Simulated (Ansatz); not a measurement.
Consider the ligand exchange at the Si–N bond: `FCN[SiH2]F` + `N=C=O` → `O=C=N[SiH2]F` + `NCF`.

Isolated molecules relaxed with PBE0-D4/def2-TZVP in Ansatz; ΔE leaves out vibrations. CCSD(T)/CBS adds triple-zeta CCSD(T) − MP2 to the extrapolated MP2 energy (def2 sets, frozen cores). This one scheme is used for every species. Functionals use def2-TZVPP. B3LYP here is the variant with VWN-RPA as its local correlation; programs differ in this. One conformer a species, not always the lowest.

`FCN[SiH2]F`:

Z-matrix (Å, degrees):
```
C
N 1 1.410
F 1 1.393 2 112.4
H 1 1.093 2 109.9 3 -118.8
H 1 1.093 2 111.3 3 119.0
Si 2 1.710 1 124.8 3 86.1
H 2 1.009 1 113.9 3 -76.5
F 6 1.598 2 114.5 1 -81.6
H 6 1.479 2 107.1 1 36.6
H 6 1.478 2 107.8 1 160.4
```

`N=C=O`:

Cartesian coordinates in Å:
```
N 0.313 0.508 0.480
C -0.228 -0.432 -0.052
O -0.762 -1.389 -0.434
H 0.678 1.314 0.006
```

`O=C=N[SiH2]F`:

Cartesian coordinates in Å:
```
O -2.109 -2.136 0.161
C -1.241 -1.365 0.162
N -0.331 -0.591 0.184
Si 0.722 0.716 -0.047
F 0.044 1.765 -1.033
H 0.951 1.383 1.249
H 1.964 0.228 -0.676
```

`NCF`:

Cartesian coordinates in Å:
```
N -0.681 0.568 -0.106
C 0.429 -0.284 -0.193
F 0.767 -0.900 1.025
H -1.528 0.083 0.156
H -0.529 1.348 0.519
H 0.229 -1.094 -0.897
H 1.313 0.278 -0.503
```

```
         level  ΔE (kJ/mol)  difference from CCSD(T)/CBS
     r2SCAN-D4        -38.9                         -0.6
       PBE0-D4        -38.5                         -0.2
      B3LYP-D4        -39.9                         -1.6
       ωB97M-V        -37.3                          1.0
           PBE        -36.4                          1.9
        r2SCAN        -39.5                         -1.2
 HF/def2-QZVPP        -54.3                        -16.0
MP2/def2-QZVPP        -40.4                         -2.1
 MP2/CBS(def2)        -40.6                         -2.3
CCSD/CBS(def2)        -40.7                         -2.4
   CCSD(T)/CBS        -38.3                            0
```

Largest T1 diagnostic among the species: 0.018.

From PBE to PBE0 (25 % exact exchange), in def2-TZVPP and without D4, ΔE moves by −3.8 kJ/mol. The D4 term adds +3.0 kJ/mol with B3LYP and +1.7 kJ/mol with PBE0; it sums over pairs of atoms, weighted by their polarisabilities, and B3LYP, whose exchange is more repulsive, gets the larger term.
